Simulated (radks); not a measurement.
Q: Se+, 33 electrons, occupied as [Ar] 3d10 4s1 4p4 (not the ground configuration). Method: Dirac Kohn-Sham, PBEsol, spin-unpolarised, spherical densities, point nucleus; open shells fill j = l - 1/2 first; computed with a radial shooting solver on a logarithmic mesh with Libxc functionals. Some entries of the table are withheld. Estimate them.

| orbital | occ. | eigenvalue (hartree) | <1/r> (bohr^-1) | <r^2> (bohr^2) |
|---|---|---|---|---|
| 1s1/2 | 2 | -459.4911 | 34.54 | 0.002619 |
| 2s1/2 | 2 | -59.43482 | 7.680 | 0.04527 |
| 2p1/2 | 2 | -53.37786 | 7.647 | 0.03489 |
| 2p3/2 | 4 | -51.84500 | 7.411 | 0.03635 |
| 3s1/2 | 2 | -8.27104 | 2.498 | 0.3799 |
| 3p1/2 | 2 | (1) | 2.378 | (2) |
| 3p3/2 | 4 | (3) | 2.322 | (4) |
| 3d3/2 | 4 | -2.41186 | 2.043 | 0.4905 |
| 3d5/2 | 6 | -2.37888 | 2.028 | 0.4973 |
| 4s1/2 | 1 | -1.01674 | 0.7654 | 3.423 |
| 4p1/2 | 2 | (5) | (6) | 4.932 |
| 4p3/2 | 2 | (7) | (8) | 5.105 |

A: 
(1) 3p1/2 eigenvalue (hartree): -6.20031
(2) 3p1/2 <r^2> (bohr^2): 0.3983
(3) 3p3/2 eigenvalue (hartree): -5.98435
(4) 3p3/2 <r^2> (bohr^2): 0.4128
(5) 4p1/2 eigenvalue (hartree): -0.60145
(6) 4p1/2 <1/r> (bohr^-1): 0.6344
(7) 4p3/2 eigenvalue (hartree): -0.58448
(8) 4p3/2 <1/r> (bohr^-1): 0.6221
